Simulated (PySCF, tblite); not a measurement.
Isomers of C5H6F2O, one GFN2-xTB conformer each. Single-point energies are computed at PBE0/pcSseg-1 (PySCF, gas phase, no added dispersion term), electronic only.

```tsv
SMILES	GFN2-xTB relative energy (kJ/mol)
C=C[C@@H](F)[C@@H]1O[C@@H]1F	1.3
FCO[C@@H]1C=C[C@H]1F	0.0
```

Conformers: `[CH2:1]=[CH:2][C@@H:3]([F:4])[C@@H:5]1[O:6][C@@H:7]1[F:8]` with C1–C2–C3–F4 -5°, C2–C3–C5–O6 138°; `[F:1][CH2:2][O:3][C@@H:4]1[CH:5]=[CH:6][C@H:7]1[F:8]` with F1–C2–O3–C4 70°, C2–O3–C4–C5 -177°.

Task: What does PBE0/pcSseg-1 give for the same structures?

Result: 
```json
{"SMILES": "C=C[C@@H](F)[C@@H]1O[C@@H]1F", "PBE0/pcSseg-1 E (Eh)": "-468.43591", "PBE0/pcSseg-1 (kJ/mol)": "0.0", "GFN2-xTB (kJ/mol)": "1.3", "point group": "C1"}
{"SMILES": "FCO[C@@H]1C=C[C@H]1F", "PBE0/pcSseg-1 E (Eh)": "-468.43212", "PBE0/pcSseg-1 (kJ/mol)": "10.0", "GFN2-xTB (kJ/mol)": "0.0", "point group": "C1"}
```

GFN2-xTB puts FCO[C@@H]1C=C[C@H]1F lowest instead. As drawn, the lower has a three-membered ring, which the higher lacks; the higher has a four-membered ring, which the lower lacks. Neighbours about 10 kJ/mol apart or less (C=C[C@@H](F)[C@@H]1O[C@@H]1F and FCO[C@@H]1C=C[C@H]1F) can change places with a better method, another conformer or zero-point energy.

Task: Which frontier levels, dipoles and rotational constants go with these structures?

Result: 
```csv
SMILES,"HOMO (eV, PBE0/pcSseg-1)",LUMO (eV),dipole (D),"A, B, C (MHz)"
C=C[C@@H](F)[C@@H]1O[C@@H]1F,-7.98,-0.07,2.29,"3523, 1450, 1133"
FCO[C@@H]1C=C[C@H]1F,-8.27,-0.50,1.84,"3713, 1330, 1099"
```

Task: What happens when harmonic zero-point energies from GFN2-xTB frequencies are added?

Result: 
| SMILES | ZPE (kJ/mol) | electronic (kJ/mol) | with ZPE (kJ/mol) |
| --- | --- | --- | --- |
| C=C[C@@H](F)[C@@H]1O[C@@H]1F | 263.3 | 0.0 | 0.0 |
| FCO[C@@H]1C=C[C@H]1F | 264.8 | 10.0 | 11.4 |

The zero-point energies span 1.5 kJ/mol. The order is unchanged.
